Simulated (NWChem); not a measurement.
System: C3H7FSi; SMILES C/C([SiH3])=C/F

Results from NWChem. Pople sets run with spherical d functions. Medium grid unless said otherwise, to which SCAN and Minnesota functionals are sensitive. All runs use the structure optimised with PBE0/def2-SVP. Not confirmed as a minimum by frequencies.

For level B3LYP/6-31G*:

- highest occupied level (eV): -6.79
- orbital gap (eV): 6.79

Task: Estimate the same quantities for level M06/6-31G*.

Result: The highest occupied level (eV) is -7.10 and the orbital gap (eV) is 7.27.
